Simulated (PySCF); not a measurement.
A calculated (UHF, PySCF 2.14, aug-cc-pwCVTZ, the non-relativistic Hamiltonian (point nucleus)) atom or ion has these occupied shells.

```json
{"shell": "1s β", "electrons": "1", "orbital energy (eV)": "-6545.3", "rms radius, mean of both spins (bohr)": "0.0713"}
{"shell": "1s α", "electrons": "1", "orbital energy (eV)": "-6545.3", "rms radius, mean of both spins (bohr)": "0.0713"}
{"shell": "2s α", "electrons": "1", "orbital energy (eV)": "-793.93", "rms radius, mean of both spins (bohr)": "0.305"}
{"shell": "2s β", "electrons": "1", "orbital energy (eV)": "-790.32", "rms radius, mean of both spins (bohr)": "0.305"}
{"shell": "2p α", "electrons": "3", "orbital energy (eV)": "-676.95", "rms radius, mean of both spins (bohr)": "0.274"}
{"shell": "2p β", "electrons": "3", "orbital energy (eV)": "-673.46", "rms radius, mean of both spins (bohr)": "0.274"}
{"shell": "3s α", "electrons": "1", "orbital energy (eV)": "-109.43", "rms radius, mean of both spins (bohr)": "0.924"}
{"shell": "3s β", "electrons": "1", "orbital energy (eV)": "-98.299", "rms radius, mean of both spins (bohr)": "0.924"}
{"shell": "3p α", "electrons": "3", "orbital energy (eV)": "-74.224", "rms radius, mean of both spins (bohr)": "0.992"}
{"shell": "3p β", "electrons": "3", "orbital energy (eV)": "-60.738", "rms radius, mean of both spins (bohr)": "0.992"}
{"shell": "3d α", "electrons": "5", "orbital energy (eV)": "-17.438", "rms radius, mean of both spins (bohr)": "1.28"}
{"shell": "4s α", "electrons": "1", "orbital energy (eV)": "-7.442", "rms radius, mean of both spins (bohr)": "3.66"}
{"shell": "4s β", "electrons": "1", "orbital energy (eV)": "-6.151", "rms radius, mean of both spins (bohr)": "3.66"}
```

(1) Name the element and its charge.

Answers

(1) Mn (manganese, neutral), in [Ar] 3d5 4s2, high-spin 6S determinant.
